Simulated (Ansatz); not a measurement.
Geometry optimisation, RKS B3LYP-D4/def2-SVP in Ansatz 0.2.0.

Input:

```yaml
crystal:
  periodic: [false, false, false]
  atoms:
    - { symbol: Ge, position_ang: [0.0, 0.0, 0.0] }
    - { symbol: Ge, position_ang: [0.0, 0.0, 2.75] }
    - { symbol: H, position_ang: [-1.3958, -0.4318, 3.2674] }
    - { symbol: H, position_ang: [1.0719, -0.9929, 3.2674] }
    - { symbol: H, position_ang: [0.324, 1.4247, 3.2674] }
    - { symbol: F, position_ang: [1.5842, 0.0, -0.5594] }
    - { symbol: H, position_ang: [-0.73, 1.2648, -0.5162] }
    - { symbol: H, position_ang: [-0.73, -1.2648, -0.5162] }
    - { symbol: Cl, position_ang: [-2.3914, 0.0, 0.7946] }
    - { symbol: H, position_ang: [-1.5375, 0.0, 2.0735] }
basis:
  gaussian: { orbitals: def2-SVP }
hamiltonian:
  xc: b3lyp
  dispersion: d4
relax:
  f_tol: 0.15
  max_steps: 25
  restrain:
    - { distance: [0, 8], at: 3.42, k: 30.0 }
    - { distance: [9, 1], at: 2.75, k: 30.0 }
    - { distance: [0, 1], at: 2.4, k: 30.0 }
    - { distance: [9, 8], at: 1.37, k: 30.0 }
output:
  orbitals: {}
```

Launched with:

```bash
$ ansatz run input.yaml --threads 4 --pin off --max-ram 5120MiB --backend cpu --events-out ev --progress --plain --runs-dir out
```

Problem. Where does it end, and by what steps?

Solution. The forces met the threshold. The restraints hold the end off the free minimum; the threshold counts their pulls, which the force column leaves out. Restrained pairs: Ge1–Cl9 (2.52 → 3.42 Å), Ge2–H10 (1.68 → 2.75 Å), Ge1–Ge2 (2.75 → 2.41 Å), Cl9–H10 (1.54 → 1.34 Å). After 8 steps the energy has fallen by 2.731 eV (the restraints' own energy left out); H10 moved furthest, 0.99 Å.

| step | energy less start (eV) | largest force component (eV/Å) | accepted |
| --- | --- | --- | --- |
| 0 | 0.0000 | 3.918 | yes |
| 1 | -1.1218 | 4.586 | yes |
| 2 | -1.3447 | 5.731 | yes |
| 3 | -1.6645 | 4.218 | yes |
| 4 | -2.3968 | 1.882 | yes |
| 5 | -2.6508 | 0.701 | yes |
| 6 | -2.7218 | 0.874 | yes |
| 7 | -2.7315 | 0.772 | yes |
| 8 | -2.7305 | 0.852 | yes |

```xyz
10
Properties=species:S:1:pos:R:3
Ge 0.130 -0.002 0.141
Ge 0.194 0.015 2.550
H -1.137 -0.478 3.183
H 1.299 -0.943 3.034
H 0.459 1.429 3.102
F 1.849 -0.020 -0.266
H -0.443 1.269 -0.512
H -0.460 -1.294 -0.454
Cl -3.184 0.182 0.973
H -2.512 -0.160 2.078
```

Run time: 27 s on 4 threads of Arm Neoverse V1, on a shared host, peak memory 0.37 GiB.
